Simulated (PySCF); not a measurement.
Species: C7H9O (doublet state).
Cartesian coordinates in Å at the GFN2-xTB level; atoms count from 1:
```xyz
17
C7H9O angstrom
C      3.0287   -0.9490   -1.0973
C      2.2260    0.0639   -1.0948
C      1.4035    1.0748   -1.0833
C      0.0685    1.0821   -0.4366
O     -0.6376    2.0948   -0.4697
C     -0.3354   -0.1212    0.2111
C     -1.6178   -0.2041    0.9282
C     -2.1723   -1.6198    1.0351
H      3.7685   -1.0890   -0.3252
H      3.0054   -1.6913   -1.8793
H      1.6698    2.0041   -1.5695
H      0.3250   -0.9745    0.1979
H     -2.3315    0.4734    0.4479
H     -1.4713    0.1970    1.9423
H     -1.4584   -2.2782    1.5255
H     -3.0936   -1.6213    1.6120
H     -2.3843   -2.0178    0.0456
```

The hyperfine couplings belong to this conformer and change with its torsions.

As a line formula: `C(=CC([CH]CC)=O)=C` [radical].

Computed, not measured: UKS B3LYP, pcH-1 on C H O, non-relativistic, mean-field spin-orbit, GIAO (PySCF). Isolated species at its GFN2-xTB geometry (one conformer only). A GFN2-xTB geometry isn't a minimum of the functional, and hyperfine couplings can be far from their values at a DFT geometry. Stability of the SCF solution: not tested.

Computed for the main isotopes (class means, splittings of 0.05 mT or more): g = 2.0043; H13/H14 1H +87.4 MHz (3.12 mT); H12 1H -51.2 MHz (1.83 mT); H9 1H +2.5 MHz (0.09 mT); H10 1H +2.4 MHz (0.09 mT); H11 1H -1.7 MHz (0.06 mT); 48 first-order lines, 8.30 mT wide. Two of these splittings differ by less than 0.03 mT, so with lines wider than that fewer lines would be seen.

Task: What changes when 1H at H9 is replaced by 2H?

Result: At a fixed geometry a is proportional to g_N: 0.85744/5.58569 = 0.1535, so a goes from +2.5 to +0.4 MHz (0.014 mT). The spin goes from 1/2 to 1, so the 1:1 doublet becomes a 1:1:1 triplet. The spectrum then has 72 first-order lines over 8.23 mT, counting the new splitting although it is under 0.05 mT.

Task: Give position and intensity of the satellites from 13C at C6.

Result: a = +64.4 MHz, or 2.29 mT in magnitude, and I = 1/2, so to first order each main line has two satellites, at ±1.15 mT. The isotope's abundance is about 1.07 %, shared among 2 lines, so each has 0.54 % of the main line's intensity.

Task: Give position and intensity of the satellites from 13C at C4.

Result: a = -36.5 MHz, or 1.30 mT in magnitude, and I = 1/2, so to first order each main line has two satellites, at ±0.65 mT. The isotope's abundance is about 1.07 %, shared among 2 lines, so each has 0.54 % of the main line's intensity.

Class means assume fast exchange of nuclei equivalent by connectivity; if that motion is slow, each nucleus keeps its own coupling. H9 and H10 aren't averaged: C1 is flat or nearly so (angle sum 360°), and its turn about the short C1–C2 bond (1.29 Å) is taken as slow. The 1H value of +87.4 MHz is a mean of couplings from 43.5 to 131.4 MHz in this one geometry, not an average over conformers.

Time: 81 s (with the writing of density and orbital grids); peak memory 1.1 GiB. Hardware: Arm Neoverse V1, one thread, on a shared host.
